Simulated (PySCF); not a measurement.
PySCF 2.14 output of an unrestricted r2SCANh calculation on a single atom or ion in x2c-TZVPPall with one added diffuse shell each of s, p, d, f type (12s8p8d4f1g, 113 functions), with scalar relativity by spin-free X2C-1e:

```
SCF conv_tol = 1e-09
number electrons alpha = 40  beta = 38
    M. Bursch, H. Neugebauer, S. Ehlert, and S. Grimme.,  J. Chem. Phys. 156, 134105 (2022)
cycle= 1 E= -18415.7378599623  delta_E= -0.0246  |g|= 0.191  |ddm|= 0.534
cycle= 2 E= -18415.7371053059  delta_E= 0.000755  |g|= 0.187  |ddm|= 0.201
cycle= 3 E= -18415.740177286  delta_E= -0.00307  |g|= 0.0227  |ddm|= 0.107
cycle= 4 E= -18415.7402937031  delta_E= -0.000116  |g|= 0.000942  |ddm|= 0.0268
cycle= 5 E= -18415.7402944425  delta_E= -7.39e-07  |g|= 0.000148  |ddm|= 0.00462
cycle= 6 E= -18415.7402944561  delta_E= -1.36e-08  |g|= 1.91e-05  |ddm|= 0.000668
cycle= 7 E= -18415.7402944565  delta_E= -3.78e-10  |g|= 2.04e-06  |ddm|= 0.000136
converged SCF energy = -18415.7402944565  <S^2> = 2.0046577  2S+1 = 3.0031035
```

The run itself started from symmetry-adapted Hartree-Fock orbitals and held the occupation by maximum overlap, on a logarithmic radial grid, so the iterations belong to that start.

**Question.** Which element, charge and spin multiplicity is this?

**Answer.** Pt (platinum, neutral), multiplicity 3; the state was [Xe] 4f14 5d8 6s2, high-spin 3F determinant (an excited configuration).

Spin-orbit coupling, absent here, splits the open shell strongly.
